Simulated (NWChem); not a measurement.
Molecule: GeHSCl, singlet; SMILES [SH][Ge][Cl]

```xyz
4

Ge     0.7560     0.0199    -0.0059
Cl    -0.7311     1.6375     0.0055
S     -0.7262    -1.6576    -0.0077
H      0.2388    -2.6068    -0.0147
```
Atoms are numbered in this order, from 1.

All runs: NWChem. Pople sets run with spherical d functions. Low-valent species are run as closed-shell singlets; no triplet was tried in these runs. The geometry was optimised at PBE0/def2-SVP. B3LYP is NWChem's, with the RPA form of VWN correlation. GIAO values for the isolated, static molecule; σ is the absolute isotropic shielding, δ = σ(reference) − σ with the isolated reference molecule computed at the same levels (1H: tetramethylsilane).

| level | σ Ge1 (ppm) | σ Cl2 (ppm) | σ S3 (ppm) | δ H4 (ppm) |
|---|---|---|---|---|
| PBE0/pcSseg-1 | 544.1 | 520.7 | 210.3 | 5.25 |
| PBE0/pcSseg-2 | 581.8 | 535.6 | 223.8 | 5.08 |
| B3LYP/6-31G* | ___ | ___ | 209.0 | ___ |

Task: Some entries are withheld; supply them.

Result: 
- B3LYP/6-31G*, σ Ge1 (ppm): 815.4
- B3LYP/6-31G*, σ Cl2 (ppm): 526.7
- B3LYP/6-31G*, δ H4 (ppm): 4.70
